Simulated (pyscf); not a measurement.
Structures and frequencies: ωB97X-D3(BJ)/def2-SVP in PySCF. MP2 and CC: frozen core, UHF for open shells. ΔMP2 is the change of the MP2 total energy from the triple- to the quadruple-zeta basis. Singlets are restricted, triplets unrestricted.

Singlet (Å):
```xyz
4

O     -0.1897     0.7498    -1.1547
Si     1.3458     0.7640    -0.5359
Cl     0.9686    -0.0300     1.3888
H     -0.9205     0.4243    -0.6110
```

Triplet (Å):
```xyz
4

O      0.4686    -0.6238    -0.7811
Si     1.0831     0.4898     0.3070
Cl     1.5968    -0.1564     2.2126
H     -0.4954    -0.6870    -0.7803
```

**Question.** For these two minima of HO–Si:–Cl, which spin state lies lower at CCSD(T)/def2-TZVPP + ΔMP2(QZVPP), and by how much (electronic energies)?

**Answer.** The singlet, by 61.5 kcal/mol. Zero-point energy shifts E(triplet) − E(singlet) by -0.2 kcal/mol. Other isomers of HO–Si:–Cl [singlet] were not searched in full and may lie lower. 

E(triplet) − E(singlet) by level (kcal/mol):

```json
[
 {"level": "ωB97X-D3(BJ)/def2-TZVP", "gap": "+62.1"},
 {"level": "PBE/def2-TZVP", "gap": "+56.8"},
 {"level": "r²SCAN/def2-TZVP", "gap": "+51.6"},
 {"level": "B3LYP-D3(BJ)/def2-TZVP", "gap": "+60.8"},
 {"level": "PBE0-D3(BJ)/def2-TZVP", "gap": "+55.7"},
 {"level": "M06-2X/def2-TZVP", "gap": "+59.2"},
 {"level": "ωB97M-D3(BJ)/def2-TZVP", "gap": "+67.5"},
 {"level": "HF/def2-TZVP", "gap": "+42.3"},
 {"level": "MP2/def2-QZVPP", "gap": "+59.4"},
 {"level": "CCSD/def2-TZVPP", "gap": "+59.7"},
 {"level": "CCSD(T)/def2-TZVPP", "gap": "+60.6"},
 {"level": "CCSD(T)/def2-TZVPP + ΔMP2(QZVPP)", "gap": "+61.5"}
]
```

The triplet is the lowest one reached from the SCF start used. The CCSD(T) − MP2 part came from Ansatz, without density fitting, on the same reference.
